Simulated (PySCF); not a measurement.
## How the method changes the constants of CsNa⁺

State: ²Σ⁺ (doublet), unpaired electrons σ ↑. Set-up: PySCF, scalar-relativistic core potentials, basis sets Cs def2-SVP with ECP46, Na def2-SVP. De refers to Cs⁺ + Na in their ground configurations, without counterpoise correction. The functionals are run spin-unrestricted. A positive dipole points towards Na; it is taken about the centre of mass and depends on that origin.

```csv
Level,Re (Å),ωe (cm⁻¹),De (eV),μ (D)
UHF,4.812,58.0,0.302,2.37
UHF-MP2,4.665,61.4,0.358,n/a
UHF-SCS-MP2,4.687,60.7,0.348,n/a
UHF-CCSD,4.637,62.3,0.371,n/a
UHF-CCSD(T),4.632,62.4,0.373,n/a
PBE,4.554,60.3,0.413,3.13
PW91,4.540,60.4,0.429,3.23
BLYP,4.600,56.0,0.365,2.78
r²SCAN,4.534,64.2,0.379,2.74
PBE0,4.556,62.8,0.391,2.93
r²SCAN0,4.509,65.6,0.382,2.73
HSE06,4.554,62.3,0.394,3.00
```

Problem. Which functional lies closest to UHF-CCSD(T) in De, which farthest, and by how much do they differ from it?

Solution. Closest is r²SCAN (-9.8 pm in Re, +2.9 % in ωe, +0.01 eV in De against UHF-CCSD(T) in the same basis), farthest PW91 (-9.2 pm in Re, -3.2 % in ωe, +0.06 eV in De). CCSD(T) converges more slowly with the basis than the functionals do and binds too weakly in this one, so the order can change at the basis-set limit.

Problem. What does a quarter of exact exchange do here, going from PBE to PBE0?

Solution. PBE0 less PBE: +0.2 pm in Re, +4.1 % in ωe, -0.02 eV in De. Exact exchange removes part of the self-interaction that spreads semilocal densities, and in most molecules shortens and stiffens the bond and lowers De; here Re goes the other way.

Problem. What does the step from GGA to meta-GGA do here, going from PBE to r²SCAN?

Solution. r²SCAN less PBE: -2.0 pm in Re, +6.5 % in ωe, -0.03 eV in De. 

Correlated steps freeze 1 core orbital. The bond is weak. Basis-set superposition, not corrected here, can be much of De in a small basis, most of all at correlated wavefunction levels. Spin–orbit coupling is left out. For an ion De counts to the pair picked by the measured ionisation energies or electron affinities, which need not be the lowest pair at this level. The state was picked by a PBE0 search and need not be the measured ground state.
